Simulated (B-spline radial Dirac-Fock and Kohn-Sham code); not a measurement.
## Magnetic form factor of the 4f shell of Lu⁺

System: the Lu⁺ ion, configuration [Xe] 4f13 5d1 6s2 (not the ground configuration).

Level of theory: Dirac-Fock densities; a B-spline atomic structure program. ⟨j_K⟩ is the integral of the 4f radial density with the spherical Bessel function j_K(4πsr), s = sin θ/λ.

| s (Å⁻¹) | ⟨j0⟩ | ⟨j2⟩ | ⟨j4⟩ | ⟨j6⟩ |
| --- | --- | --- | --- | --- |
| 0 | 1.0000 | 0.0000 | 0.0000 | 0.0000 |
| 0.05 | 0.9895 | 0.0042 | 0.0000 | 0.0000 |
| 0.1 | 0.9590 | 0.0162 | 0.0002 | 0.0000 |
| 0.15 | 0.9110 | 0.0346 | 0.0007 | 0.0000 |
| 0.2 | 0.8495 | 0.0572 | 0.0021 | 0.0001 |
| 0.25 | 0.7785 | 0.0819 | 0.0046 | 0.0002 |
| 0.3 | 0.7024 | 0.1067 | 0.0084 | 0.0006 |
| 0.35 | 0.6246 | 0.1298 | 0.0134 | 0.0012 |
| 0.4 | 0.5482 | 0.1502 | 0.0195 | 0.0022 |
| 0.45 | 0.4751 | 0.1671 | 0.0265 | 0.0037 |
| 0.5 | 0.4070 | 0.1803 | 0.0341 | 0.0055 |
| 0.6 | 0.2884 | 0.1956 | 0.0497 | 0.0104 |
| 0.7 | 0.1944 | 0.1981 | 0.0643 | 0.0166 |
| 0.8 | 0.1233 | 0.1910 | 0.0765 | 0.0234 |
| 0.9 | 0.0715 | 0.1775 | 0.0856 | 0.0304 |
| 1 | 0.0351 | 0.1604 | 0.0916 | 0.0370 |
| 1.1 | 0.0106 | 0.1417 | 0.0946 | 0.0429 |
| 1.2 | -0.0052 | 0.1229 | 0.0951 | 0.0479 |
| 1.4 | -0.0197 | 0.0886 | 0.0902 | 0.0547 |
| 1.6 | -0.0219 | 0.0609 | 0.0805 | 0.0575 |

Radial moments of the shell: ⟨r²⟩ = 0.5740, ⟨r⁴⟩ = 0.8065, ⟨r⁶⟩ = 2.435 in powers of bohr.

Values without a named source are computed, but for edge energies of neutral atoms, which are taken from tables.
